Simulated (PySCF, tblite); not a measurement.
A set of runs on `C[C](CF)[C+](C)C=O` [radical]; the geometry of each is named by its level. Settings lines and outputs come from a driver script.

Compound: C6H9FO (charge +1 and doublet state).
Bonds: C1–C2, C2–C3, C3–F4, C2–C5, C5–C6, C5–C7, C7–O8 (double). Hydrogens: H9, H10, H11 on C1; H12, H13 on C3; H14, H15, H16 on C6; H17 on C7.

Step 1: GFN2-xTB geometry optimisation, gas phase (tblite 0.8.0) (from a force-field or distance-geometry start)
```json
{"job": {"kind": "relax", "xc": "GFN2-xTB", "basis": "xTB"}, "charge": 1, "multiplicity": 2}
```
```
step      E/eV     max force
  0    -697.60408    4.178
  1    -697.98690    5.142
  2    -698.20845    1.697
...
193    -699.19498    0.032
194    -699.19501    0.014
195    -699.19503    0.011
196    -699.19506    0.018
197    -699.19508    0.009
```

Energy lowered by 36.7 kcal/mol over 197 steps; largest atomic force 0.009 eV/Å at the end. «max force» is the largest atomic force in eV/Å.

Step 2: GFN2-xTB harmonic vibrations, gas phase (tblite 0.8.0) (on the GFN2-xTB geometry)
```json
{"job": {"kind": "ir", "xc": "GFN2-xTB", "basis": "xTB"}, "charge": 1, "multiplicity": 2}
```
```
(table of modes left out)
```

45 modes from 54 to 3071 cm⁻¹ (unscaled, harmonic); zero-point energy 82.0 kcal/mol; all wavenumbers are real at this level.

Step 3: UKS B3LYP, pcH-1 on C F H O, non-relativistic, mean-field spin-orbit, GIAO (PySCF 2.14.0) (on the GFN2-xTB geometry)
```json
{"job": {"kind": "epr", "basis": "pcH-1"}, "charge": 1, "multiplicity": 2}
```
```
...
E = -408.78489375 Eh   <S^2> = 0.7538 (exact 0.7500)
g shifts (ppm)      1          2          3
  rmc          -184       -184       -184
  gc              6         24         15
  oz_so         -84        495       2499
  total        -262        336       2329
hyperfine (MHz)  atom isotope    a_iso     a_fc   dipolar eigenvalues
    0   13C      -2.40      -2.40     -3.76     -2.82      6.58
    1   13C       7.46       7.46    -22.97    -19.96     42.93
    2   13C      -7.57      -7.57     -2.75     -1.82      4.57
    3   19F       8.84       8.84    -22.16    -15.20     37.36
    4   13C      37.17      37.17    -36.86    -31.82     68.68
    5   13C      -7.63      -7.63     -4.09     -3.18      7.28
    6   13C     -51.02     -51.02    -10.86      0.14     10.72
    7   17O     -16.06     -16.06    -66.64     30.32     36.32
    8    1H      39.75      39.75     -4.02     -2.19      6.21
    9    1H      -0.24      -0.24     -2.88     -0.97      3.85
   10    1H      59.96      59.96     -3.87      0.43      3.44
   11    1H      36.15      36.15     -3.14     -2.54      5.68
   12    1H      77.71      77.71     -3.09     -1.51      4.61
   13    1H      99.42      99.42     -4.14     -0.51      4.65
   14    1H      -1.75      -1.75     -3.14     -2.08      5.22
...
```

⟨S²⟩ 0.754; g_iso 2.0031. rmc, gc and oz_so are the mass-correction, gauge-correction and orbital-Zeeman/spin–orbit parts of the g shift along its three principal axes; a_iso is the isotropic hyperfine coupling and a_fc its Fermi-contact part. The log counts atoms from 0, this text from 1.

Which step took the most CPU time, and about what did each take on Intel Xeon at 2.50 GHz, one thread, no GPU, shared host?

Step 3, about 97 % of the total. CPU time by step: 1: 3.6 s, 2: 1.5 s, 3: 3.3 min.

Geometry of the electronic-property runs (GFN2-xTB):
```
atom  x, y, z in Å
C1    -1.3319   -1.1747    0.5318
C2    -0.6312    0.0186    0.0096
C3    -1.4868    1.1088   -0.5312
F4    -0.7536    2.1682   -0.9760
C5     0.7346    0.0746   -0.0473
C6     1.6552   -0.8892    0.5926
C7     1.4351    1.1661   -0.7764
O8     2.0026    1.1911   -1.8070
H9    -0.9776   -2.0910    0.0580
H10   -2.4066   -1.1002    0.3934
H11   -1.1177   -1.2873    1.5984
H12   -2.1851    1.4846    0.2307
H13   -2.0803    0.7431   -1.3838
H14    1.8327   -1.7101   -0.1125
H15    1.2502   -1.2989    1.5145
H16    2.6347   -0.4531    0.7870
H17    1.4186    2.0615   -0.0916
```

 (This holds for the electronic-property runs.)

One conformer stands for the species.
